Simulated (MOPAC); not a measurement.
MOPAC input (PM6):

```
PM6 FORCE THERMO(298,298) PRECISE LET UHF MS=0.5 GEO-OK AUX(PRECISION=9) THREADS=1
H9OSi4

O    -0.48164391 1    0.02802171 1   -2.10458576 1
Si   -0.08328611 1   -0.04353070 1   -0.53951683 1
Si    1.33664907 1   -1.21839286 1    0.33287260 1
Si   -1.68629844 1   -0.68776157 1    0.77950165 1
Si    0.68632014 1    1.81155853 1    0.29127292 1
H    -0.69813585 1    0.06298680 1   -2.97523475 1
H     2.82859499 1   -0.95074772 1    0.37525239 1
H     1.18986654 1   -2.67735231 1    0.71911384 1
H    -2.10737911 1   -2.12707344 1    0.60237596 1
H    -2.94283387 1    0.12519287 1    0.57824928 1
H    -1.31824703 1   -0.51555390 1    2.23772644 1
H    -0.23606152 1    2.97618936 1    0.02088812 1
H     2.03241224 1    2.23297167 1   -0.24803746 1
H     0.82084017 1    1.73941207 1    1.79737920 1
```

From the output:

```
     H   14   0.193431   2.459771

          HEAT OF FORMATION =     -30.789199 KCALS/MOLE

          ZERO POINT ENERGY      45.408 KCAL/MOL

           NORMAL COORDINATE ANALYSIS (Total motion = 1 Angstrom)

   Root No.       1         2         3         4         5         6         7         8

                 1 A"      2 A"      1 A'      2 A'      3 A'      3 A"      4 A'      4 A"

                  67.8      82.6      83.1     105.3     124.6     175.5     187.3     189.0

           1    0.0000   -0.0000    0.0077   -0.0122    0.0369    0.0001   -0.0017    0.0001
           2    0.0000    0.0002    0.0438    0.0028   -0.0192    0.0001    0.0923    0.0002
           3    0.0116   -0.0419    0.0002    0.0000   -0.0000    0.0629   -0.0003    0.0460
           4   -0.0000    0.0000    0.0098   -0.0135    0.0390   -0.0000    0.0002   -0.0000
           5   -0.0000    0.0001    0.0188    0.0050   -0.0052   -0.0001   -0.0490   -0.0001
           6   -0.0009   -0.0163    0.0000    0.0000   -0.0000   -0.0181    0.0002   -0.0292
           7   -0.0000   -0.0000   -0.0238    0.0116    0.0033   -0.0000   -0.0317   -0.0000
           8   -0.0000    0.0005    0.0529   -0.0216    0.0307    0.0000   -0.0163    0.0000
           9   -0.0101    0.0666   -0.0005    0.0000   -0.0000    0.0060    0.0001    0.0117
          10   -0.0002   -0.0280    0.0058    0.0031   -0.0267    0.0143    0.0162    0.0108
          11    0.0005   -0.0389   -0.0444    0.0077   -0.0077   -0.0047   -0.0002   -0.0146
          12    0.0015   -0.0141    0.0308    0.0096   -0.0404   -0.0132   -0.0244   -0.0094
          13    0.0003    0.0280    0.0054    0.0030   -0.0266   -0.0143    0.0163   -0.0108
          14   -0.0005    0.0382   -0.0451    0.0078   -0.0076    0.0046   -0.0000    0.0146
          15    0.0015   -0.0148   -0.0305   -0.0096    0.0405   -0.0132    0.0244   -0.0094
          16    0.0000   -0.0000    0.0083   -0.0125    0.0374    0.0002   -0.0006    0.0001
          17    0.0000    0.0002    0.0574    0.0011   -0.0250    0.0003    0.1851    0.0004
          18    0.0179   -0.0502    0.0002    0.0000   -0.0000    0.1199   -0.0006    0.0939
          19    0.0255   -0.0946   -0.0477    0.0257   -0.0092   -0.2145   -0.0856    0.1305
          20   -0.0218    0.0051    0.0578   -0.0261    0.0306    0.1348    0.0100   -0.1671
          21   -0.0032    0.0958    0.0034   -0.0013    0.0041   -0.0171    0.0005    0.0869
          22   -0.0255    0.0944   -0.0489    0.0257   -0.0092    0.2143   -0.0854   -0.1304
          23    0.0217   -0.0038    0.0578   -0.0261    0.0307   -0.1348    0.0096    0.1677
          24   -0.0032    0.0955   -0.0048    0.0013   -0.0040   -0.0170   -0.0005    0.0863
          25    0.1328   -0.0042   -0.0151   -0.1096   -0.1460    0.0424   -0.0099    0.0208
          26    0.0679   -0.0290   -0.1144   -0.0656   -0.0313   -0.0161    0.0358   -0.0463
          27    0.0183   -0.0117   -0.0054   -0.0139   -0.0345   -0.0237    0.0002   -0.0286
          28   -0.0962   -0.0919    0.0287    0.1054    0.0070    0.0299    0.0731    0.0521
          29    0.0538   -0.0156   -0.0674   -0.0470   -0.0320   -0.0103   -0.0130   -0.0336
          30   -0.0888   -0.0049    0.1093    0.0931    0.0234   -0.0146   -0.0729    0.0091
          31   -0.0233   -0.0354    0.0104    0.0241   -0.0099    0.0121    0.0223    0.0121
          32   -0.1256   -0.0960   -0.0037    0.1312    0.0543    0.0124    0.0542    0.0257
          33    0.0835   -0.0177    0.0299   -0.0484   -0.1358    0.0324   -0.0215    0.0269
          34    0.0959    0.0922    0.0275    0.1051    0.0069   -0.0298    0.0735   -0.0519
          35   -0.0544    0.0147   -0.0683   -0.0475   -0.0323    0.0102   -0.0127    0.0336
          36   -0.0888   -0.0066   -0.1090   -0.0930   -0.0235   -0.0146    0.0727    0.0091
          37   -0.1328    0.0040   -0.0150   -0.1096   -0.1460   -0.0425   -0.0097   -0.0209
          38   -0.0678    0.0275   -0.1149   -0.0654   -0.0314    0.0159    0.0357    0.0462
          39    0.0191   -0.0119    0.0062    0.0146    0.0351   -0.0237   -0.0003   -0.0288
          40    0.0235    0.0354    0.0100    0.0242   -0.0095   -0.0120    0.0224   -0.0120
          41    0.1261    0.0958   -0.0051    0.1316    0.0549   -0.0121    0.0544   -0.0254
          42    0.0827   -0.0188   -0.0298    0.0476    0.1355    0.0325    0.0210    0.0271

   Root No.       9        10        11        12        13        14        15        16

                 5 A"      6 A"      5 A'      6 A'      7 A"      7 A'      8 A"      8 A'

                 317.8     341.9     353.3     357.5     432.1     435.1     479.4     489.3

           1    0.0000   -0.0000   -0.0412   -0.0324   -0.0000   -0.0035    0.0000   -0.0292
           2    0.0000   -0.0000    0.0031   -0.0127   -0.0000   -0.0006    0.0000    0.0018
           3    0.0187   -0.0018    0.0000    0.0000   -0.0065   -0.0000    0.0022    0.0000
           4    0.0001   -0.0000   -0.0336   -0.0222    0.0001   -0.0014    0.0001   -0.0157
           5    0.0001   -0.0000    0.0553   -0.0144    0.0001   -0.0199    0.0001   -0.0011
           6    0.0364   -0.0058   -0.0001    0.0001    0.0344    0.0001    0.0370    0.0000
           7   -0.0000    0.0000   -0.0106    0.0482   -0.0000   -0.0095   -0.0000    0.0100
           8    0.0001    0.0000    0.0005    0.0297    0.0000    0.0281   -0.0001    0.0107
           9    0.0123    0.0140    0.0001   -0.0001    0.0059   -0.0001   -0.0178   -0.0000
          10    0.0283   -0.0033    0.0263   -0.0045   -0.0071   -0.0032    0.0037    0.0172
          11   -0.0155    0.0106   -0.0207   -0.0100   -0.0135   -0.0037    0.0046   -0.0070
          12   -0.0217   -0.0046   -0.0534   -0.0069   -0.0165    0.0059   -0.0126    0.0048
          13   -0.0283    0.0032    0.0264   -0.0046    0.0071   -0.0033   -0.0038    0.0172
          14    0.0154   -0.0106   -0.0205   -0.0100    0.0134   -0.0037   -0.0047   -0.0070
          15   -0.0217   -0.0045    0.0534    0.0070   -0.0166   -0.0059   -0.0126   -0.0048
          16   -0.0000    0.0000   -0.0390   -0.0311   -0.0001   -0.0022   -0.0001   -0.0271
          17   -0.0001    0.0000   -0.0423   -0.0069   -0.0001    0.0304   -0.0003   -0.0075
          18   -0.0024    0.0059    0.0001   -0.0000   -0.0416   -0.0001   -0.0834    0.0000
          19    0.1000    0.0875    0.1074   -0.0817    0.0420    0.2324   -0.1022   -0.0049
          20    0.0598    0.0824   -0.0644    0.0907    0.0344   -0.1038   -0.1061    0.0220
          21   -0.0647   -0.0756    0.0041    0.0027   -0.0326    0.0105    0.0937   -0.0037
          22   -0.1003   -0.0877    0.1075   -0.0816   -0.0421    0.2324    0.1025   -0.0049
          23   -0.0601   -0.0828   -0.0643    0.0907   -0.0346   -0.1038    0.1066    0.0220
          24   -0.0641   -0.0748   -0.0038   -0.0028   -0.0323   -0.0105    0.0928    0.0036
          25   -0.0427    0.0622    0.0827    0.0282    0.0585   -0.0130    0.0478   -0.1064
          26    0.0200   -0.1063   -0.0887    0.0324    0.0128    0.0536   -0.0887    0.0722
          27    0.0096   -0.0788   -0.0978    0.0121   -0.0108    0.0395   -0.0719    0.0675
          28   -0.0576   -0.0351    0.0208    0.0934    0.1140    0.0511   -0.0253   -0.0691
          29    0.0148    0.0007   -0.0283   -0.0309   -0.0421   -0.0106   -0.0028    0.0300
          30   -0.0071    0.1107    0.0123   -0.0911   -0.1023   -0.0659    0.0776   -0.0181
          31    0.0301   -0.0134    0.0171   -0.0022   -0.0066    0.0005   -0.0016    0.0254
          32   -0.0910   -0.0189   -0.0257    0.0779    0.0929    0.0402   -0.0343   -0.0729
          33   -0.1580    0.0661    0.0056    0.0799    0.1180    0.0174    0.0100   -0.1751
          34    0.0577    0.0354    0.0207    0.0936   -0.1143    0.0513    0.0256   -0.0691
          35   -0.0148   -0.0001   -0.0285   -0.0305    0.0415   -0.0103    0.0033    0.0300
          36   -0.0072    0.1106   -0.0124    0.0908   -0.1022    0.0659    0.0775    0.0181
          37    0.0427   -0.0624    0.0829    0.0280   -0.0585   -0.0131   -0.0480   -0.1066
          38   -0.0199    0.1058   -0.0884    0.0322   -0.0128    0.0533    0.0883    0.0717
          39    0.0096   -0.0792    0.0981   -0.0123   -0.0106   -0.0398   -0.0722   -0.0676
          40   -0.0305    0.0136    0.0170   -0.0026    0.0069    0.0004    0.0017    0.0259
          41    0.0901    0.0193   -0.0259    0.0773   -0.0921    0.0401    0.0344   -0.0718
          42   -0.1584    0.0659   -0.0055   -0.0803    0.1186   -0.0176    0.0098    0.1755

   Root No.      17        18        19        20        21        22        23        24

                 9 A'      9 A"     10 A'     11 A'     10 A"     11 A"     12 A'     13 A'

                 495.8     618.3     622.8     813.4     856.0     866.4     867.3     880.9

           1    0.0196   -0.0001   -0.0008    0.1761    0.0000   -0.0000    0.0014    0.0039
           2    0.0026   -0.0002   -0.0760   -0.0008    0.0000    0.0000    0.0003    0.0007
           3   -0.0000   -0.0723    0.0002   -0.0002   -0.0000   -0.0006   -0.0000   -0.0000
           4    0.0085    0.0000    0.0018   -0.1232    0.0000    0.0000   -0.0015   -0.0026
           5    0.0423    0.0001    0.0280   -0.0081    0.0000    0.0000   -0.0024   -0.0004
           6   -0.0001    0.0291   -0.0001    0.0002    0.0025   -0.0000    0.0000    0.0000
           7   -0.0139   -0.0000   -0.0019    0.0076    0.0000    0.0000    0.0025   -0.0038
           8   -0.0209   -0.0000   -0.0063    0.0105   -0.0000    0.0000    0.0039   -0.0065
           9    0.0001   -0.0059    0.0000   -0.0000   -0.0019    0.0009   -0.0000    0.0000
          10   -0.0038    0.0009    0.0006    0.0049    0.0092    0.0018   -0.0076   -0.0003
          11   -0.0151    0.0005   -0.0036   -0.0003   -0.0047    0.0091   -0.0023   -0.0068
          12    0.0049   -0.0044    0.0002   -0.0010   -0.0122   -0.0004    0.0080   -0.0064
          13   -0.0037   -0.0009    0.0006    0.0049   -0.0093   -0.0018   -0.0077   -0.0002
          14   -0.0150   -0.0005   -0.0036   -0.0003    0.0046   -0.0091   -0.0024   -0.0067
          15   -0.0048   -0.0044   -0.0002    0.0010   -0.0122   -0.0004   -0.0080    0.0065
          16    0.0175    0.0010    0.0062    0.1258   -0.0000    0.0000    0.0003    0.0036
          17   -0.0697    0.0021    0.7357    0.0207    0.0000    0.0000   -0.0008   -0.0052
          18    0.0002    0.6897   -0.0022   -0.0002   -0.0014    0.0041   -0.0000    0.0000
          19   -0.0397   -0.0195   -0.0168    0.0328   -0.0021   -0.0006   -0.0222    0.0510
          20   -0.0122   -0.0295    0.0073    0.0677   -0.0079    0.0028   -0.0412    0.0928
          21    0.0002    0.0219   -0.0042   -0.0432    0.0044   -0.0009    0.0366   -0.0831
          22   -0.0397    0.0196   -0.0168    0.0329    0.0021    0.0006   -0.0223    0.0513
          23   -0.0122    0.0297    0.0073    0.0680    0.0079   -0.0028   -0.0414    0.0933
          24   -0.0001    0.0217    0.0042    0.0427    0.0043   -0.0009   -0.0362    0.0824
          25   -0.0322    0.0188   -0.0032   -0.0282   -0.1283   -0.1396    0.1935    0.0503
          26    0.1053   -0.0102    0.0190   -0.0543    0.0825   -0.0579   -0.0165    0.1136
          27    0.0743   -0.0122    0.0135   -0.0298    0.0665   -0.0143   -0.0383    0.0570
          28    0.0793    0.0006    0.0033    0.0044   -0.0946    0.1138   -0.0104   -0.0457
          29   -0.0175   -0.0038   -0.0007    0.0048    0.0208   -0.0297    0.0038   -0.0062
          30   -0.1474    0.0223   -0.0159   -0.0543    0.0983   -0.0588   -0.0179    0.1188
          31    0.0080   -0.0003    0.0029    0.0032   -0.0101   -0.0285    0.0280    0.0064
          32    0.0597   -0.0077    0.0062   -0.0492    0.0380   -0.1846    0.0950    0.0803
          33   -0.0102   -0.0028   -0.0128   -0.0431    0.1628    0.0758   -0.1800    0.0139
          34    0.0798   -0.0006    0.0034    0.0046    0.0949   -0.1140   -0.0103   -0.0460
          35   -0.0166    0.0039   -0.0006    0.0051   -0.0203    0.0293    0.0039   -0.0070
          36    0.1473    0.0222    0.0159    0.0542    0.0981   -0.0586    0.0179   -0.1186
          37   -0.0323   -0.0189   -0.0032   -0.0280    0.1285    0.1396    0.1936    0.0501
          38    0.1049    0.0101    0.0190   -0.0542   -0.0821    0.0578   -0.0163    0.1133
```
